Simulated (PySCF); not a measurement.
[Cu(NH3)4]2+: Cu(II) (d9), charge +2. The structure is a model geometry with rigid ligands and bond lengths from ionic radii and bond length changed to 0.92 of its base value, not a minimum; coordination tetrahedral, point group Td, metal–donor distances 1.88 Å.

```
17

Cu    0.000    0.000    0.000
N     1.084    1.084    1.084
H     0.924    0.924    2.078
H     2.078    0.924    0.924
H     0.924    2.078    0.924
N    -1.084   -1.084    1.084
H    -0.924   -0.924    2.078
H    -2.078   -0.924    0.924
H    -0.924   -2.078    0.924
N    -1.084    1.084   -1.084
H    -0.924    0.924   -2.078
H    -2.078    0.924   -0.924
H    -0.924    2.078   -0.924
N     1.084   -1.084   -1.084
H     0.924   -0.924   -2.078
H     2.078   -0.924   -0.924
H     0.924   -2.078   -0.924
```

Method (PySCF 2.14, density fitting): CASSCF(9,5) with orbitals averaged over all microstates of the shell, strongly contracted NEVPT2 on the averaged canonical orbitals; basis x2c-TZVPall on the metal, x2c-SVPall elsewhere; spin-free X2C; gas phase; spin-orbit coupling by state interaction with the mean-field operator over all roots.

Task: Which term lies lowest, and with what spin?

Result: 2T2 (S = 1/2, orbital degeneracy 3), with 4.0 electrons in the lower (e-type) set and 5.0 in the upper (t2-type) set, by NEVPT2.

Task: List the excited states of the same spin.

Result: By NEVPT2: 2E at 7963 cm⁻¹ (1256 nm). The strongest, at 7963 cm⁻¹, has f = 1.4e-04.

Task: Give the fitted ligand-field and repulsion parameters.

Result: At NEVPT2 level: orbital energies 0, 0, 7963, 7963, 7963 cm⁻¹; 10Dq = 7963 cm⁻¹; ζ = 784 cm⁻¹ (free ion 818).

Task: What are the magnetic parameters?

Result: Degenerate or low-lying orbital states mix with the ground state, so no spin-only Hamiltonian applies. The lowest spin-orbit level is 2-fold, effective g = 1.79, 1.79, 1.79; the next lies at 1010.7 cm⁻¹. μeff is 2.25 μB at 300 K and 1.58 μB at 10 K; the spin-only value is 1.73 μB.

The ground state is orbitally degenerate in this regular structure, which would distort (Jahn–Teller), so its moment is that of the undistorted model. NEVPT2 lifts 2E from 5235 to 7963 cm⁻¹; on the d shell alone such lifts tend to overshoot.

The job took 8.6 s on one thread of Arm Neoverse V1 (shared host), with 164 basis functions, launched as `OMP_NUM_THREADS=1 python lf_run.py task.json out`.
